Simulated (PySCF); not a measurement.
A structure optimised at PBE-D3(BJ)/def2-SVP, used in a PySCF frequency run:

```xyz
5

Ru     0.0000     0.0000     0.0000
O     -0.9783     0.9783    -0.9783
O      0.9783     0.9783     0.9783
O      0.9783    -0.9783    -0.9783
O     -0.9783    -0.9783     0.9783
```

**Question.** Write its SMILES, formula and point group.

**Answer.** [O]=[Ru](=[O])(=[O])=[O], O₄Ru, Td

**Question.** What are its rotational constants (standard atomic weights)?

**Answer.** 4.1256, 4.1256, 4.1256 GHz
